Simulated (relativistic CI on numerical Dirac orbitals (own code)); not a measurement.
**Pd⁵⁺ (4d5) in a crystal field**

Calculated by Dirac-Coulomb-Breit CI, orbitals from a KLI potential per configuration, QED by a radiative potential, valence Slater integrals scaled by 0.8, one configuration in a parametric crystal field (own radial code).

Field parameters in Wybourne normalisation: Oh B⁴₀ = 21Dq, B⁴₄ = √(5/14) B⁴₀. The field is a parameter set, without covalency.

S is read from ⟨S²⟩ = S(S + 1).

Levels (cm⁻¹, degeneracy): 0 (2), 3 (4), 18650 (2), 19924 (4), 20240 (4), 20864 (2), 23124 (2), 23619 (4), 24525 (2), 24705 (4), 25797 (4), 26128 (2).

(1) Which field gives this pattern?
A. Oh, 10Dq = 22150 cm⁻¹
B. Oh, 10Dq = 8500 cm⁻¹
C. Oh, 10Dq = 35800 cm⁻¹
D. Oh, 10Dq = 15350 cm⁻¹

Results:

(1) B. Oh, 10Dq = 8500 cm⁻¹, ground level with S = 2.48.
